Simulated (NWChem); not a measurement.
System: SiH3I; SMILES [SiH3]I

Results from NWChem. Medium grid unless said otherwise, to which SCAN and Minnesota functionals are sensitive. Geometry: optimised at PBE0/def2-SVP. def2 effective core potentials on I; no spin-orbit coupling.

For level LDA (Slater exchange, VWN5)/def2-TZVPD:

```
Quantity                     Value
---------------------------  -----
highest occupied level (eV)  -6.74
orbital gap (eV)              4.77
dipole (D)                    1.12
```

**Question.** How do the values read with level M06-2X/def2-TZVPD instead?

**Answer.** 
| Item | Value |
|---|---|
| highest occupied level (eV) | -8.85 |
| orbital gap (eV) | 8.52 |
| dipole (D) | 1.36 |
